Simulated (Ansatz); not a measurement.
Input for Ansatz (an electronic-structure program): R-RI-MP2/cc-pVQZ on BH5N2 (SMILES NBN), a point of a torsion scan. Files ending in .json are basis or fitting sets from the Basis Set Exchange.

Ansatz 0.2 input:
```yaml
crystal:
  periodic: [false, false, false]
  atoms:
    - {symbol: N, position_ang: [1.12668216, -0.46487140, 0.27176153]}
    - {symbol: B, position_ang: [0.02717827, 0.48730309, 0.25164852]}
    - {symbol: N, position_ang: [-1.17466742, 0.11642288, 0.84006498]}
    - {symbol: H, position_ang: [1.18680292, -1.11333410, -0.49829736]}
    - {symbol: H, position_ang: [2.02251564, 0.01051713, 0.28203425]}
    - {symbol: H, position_ang: [0.17571881, 1.62056094, -0.04421082]}
    - {symbol: H, position_ang: [-1.34448233, -0.81905290, 1.16873233]}
    - {symbol: H, position_ang: [-1.98000012, 0.71307168, 0.90630093]}
basis:
  gaussian:
    orbitals: cc-pVQZ
    fitting: {mean_field: def2-universal-JKFIT, correlation: cc-pVQZ-RIFIT.json}
magnetization: {spin_polarized: false}
correlation: {method: mp2, electrons: outside_noble_gas}
scf: {lower_state_search: off}
```

Output:

```
WARN ansatz: RAYON_NUM_THREADS=1 ignored (pool sized by the plan → 1); use --threads N
Functional definition: HF
these checks for a lower state are left out or cut short: stability, starts, cluster_reference, orbital_swaps, neighbouring_geometries, increment
integrals: 0.30 GiB planned
319 factors; integrals over basis functions are off by at most 4.2e0 eV
mean field: 0.50 GiB planned
mean field evaluation 1: about -3713.7234 eV, gradient 4.4e1 eV
mean field evaluation 2: about -3716.7143 eV, gradient 2.4e1 eV
mean field evaluation 4: about -3717.7860 eV, gradient 4.3e-1 eV
mean field -3717.78675136 eV, -136.6261431062 hartree, gradient 1.1e-6 eV, S^2 0.000000; 0 other end points of the search recorded, 0 dependent functions left out
3 core orbitals not correlated
671 factors; their error is unknown
reference -3717.78675136 eV, -136.6261431062 hartree; 9, 9 occupied and 303, 303 virtual orbitals, 671 factors
second order -15.63289214 eV of doubles, -0.00000000 eV of singles
Total energy: -3733.41964350 eV, -137.2006412961 hartree
Checks for a lower state left out: stability, starts, cluster_reference, orbital_swaps, neighbouring_geometries, increment
```

The run converged.

Cost: about 2.2 core-seconds (a rough figure).
